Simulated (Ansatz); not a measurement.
```yaml
crystal:
  periodic: [false, false, false]
  atoms:
    - {symbol: S, position_ang: [13.171844, 0.041600, -0.476782]}
    - {symbol: C, position_ang: [11.410966, 0.046656, -0.503312]}
    - {symbol: C, position_ang: [10.583776, -1.059281, -0.354839]}
    - {symbol: C, position_ang: [9.216872, -0.677924, -0.298672]}
    - {symbol: S, position_ang: [7.707883, -1.532906, -0.149794]}
    - {symbol: C, position_ang: [6.791243, -0.026200, -0.276191]}
    - {symbol: C, position_ang: [5.349069, -0.042608, -0.215739]}
    - {symbol: C, position_ang: [4.493376, 1.030190, 0.044138]}
    - {symbol: C, position_ang: [3.135743, 0.635103, 0.008103]}
    - {symbol: S, position_ang: [1.612957, 1.446153, 0.244611]}
    - {symbol: C, position_ang: [0.719393, -0.058008, -0.028801]}
    - {symbol: C, position_ang: [-0.718844, -0.050349, 0.032153]}
    - {symbol: C, position_ang: [-1.569843, 1.029059, 0.284553]}
    - {symbol: C, position_ang: [-2.929307, 0.640892, 0.263615]}
    - {symbol: S, position_ang: [-4.446517, 1.462681, 0.494765]}
    - {symbol: C, position_ang: [-5.349149, -0.034993, 0.221170]}
    - {symbol: C, position_ang: [-6.789188, -0.018649, 0.280415]}
    - {symbol: C, position_ang: [-7.637818, 1.080592, 0.420818]}
    - {symbol: C, position_ang: [-9.001453, 0.694174, 0.427844]}
    - {symbol: S, position_ang: [-10.522392, 1.531137, 0.560663]}
    - {symbol: C, position_ang: [-11.411537, 0.005668, 0.491076]}
    - {symbol: S, position_ang: [-13.172270, -0.017271, 0.462550]}
    - {symbol: C, position_ang: [-10.571834, -1.090982, 0.340220]}
    - {symbol: C, position_ang: [-9.208544, -0.696041, 0.301181]}
    - {symbol: S, position_ang: [-7.689302, -1.537363, 0.170537]}
    - {symbol: C, position_ang: [-4.499827, -1.115335, -0.029859]}
    - {symbol: C, position_ang: [-3.139097, -0.729347, -0.003694]}
    - {symbol: S, position_ang: [-1.620626, -1.550866, -0.232509]}
    - {symbol: C, position_ang: [1.575882, -1.131265, -0.287830]}
    - {symbol: C, position_ang: [2.933870, -0.735077, -0.266936]}
    - {symbol: S, position_ang: [4.457374, -1.541849, -0.510486]}
    - {symbol: C, position_ang: [7.626363, 1.083422, -0.413043]}
    - {symbol: C, position_ang: [8.994182, 0.711191, -0.414116]}
    - {symbol: S, position_ang: [10.505946, 1.564118, -0.554904]}
    - {symbol: H, position_ang: [13.372985, 0.450546, -1.766652]}
    - {symbol: H, position_ang: [10.970542, -2.084696, -0.302293]}
    - {symbol: H, position_ang: [4.854341, 2.040652, 0.272530]}
    - {symbol: H, position_ang: [-1.204240, 2.047086, 0.472710]}
    - {symbol: H, position_ang: [-7.271786, 2.112814, 0.498683]}
    - {symbol: H, position_ang: [-13.379364, 0.370247, 1.758341]}
    - {symbol: H, position_ang: [-10.948072, -2.119584, 0.275549]}
    - {symbol: H, position_ang: [-4.867544, -2.130227, -0.230493]}
    - {symbol: H, position_ang: [1.215812, -2.150112, -0.482296]}
    - {symbol: H, position_ang: [7.248163, 2.106944, -0.527003]}
basis:
  gaussian: {orbitals: "6-31G*", fitting: {mean_field: def2-universal-jkfit}}
magnetization: {spin_polarized: true, initial_magnetization: 2}
hamiltonian: {xc: {name: wB97M-V}}
scf: {max_iter: 3}
output: {forces: true}
```

```sh
$ ansatz run in.yaml --threads 2 --pin off --events-out ev --progress --plain --max-ram 32768MiB --backend cuda --devices 0, --max-vram 18GiB
```

It prints (some lines left out):

```
Error: invalid value for `basis.gaussian`: such a run doesn't read scf.max_iter; remove what it names
```

Question: Something in this input is off. What?

Answer: The input holds a key that doesn't belong there. The program refused the input.
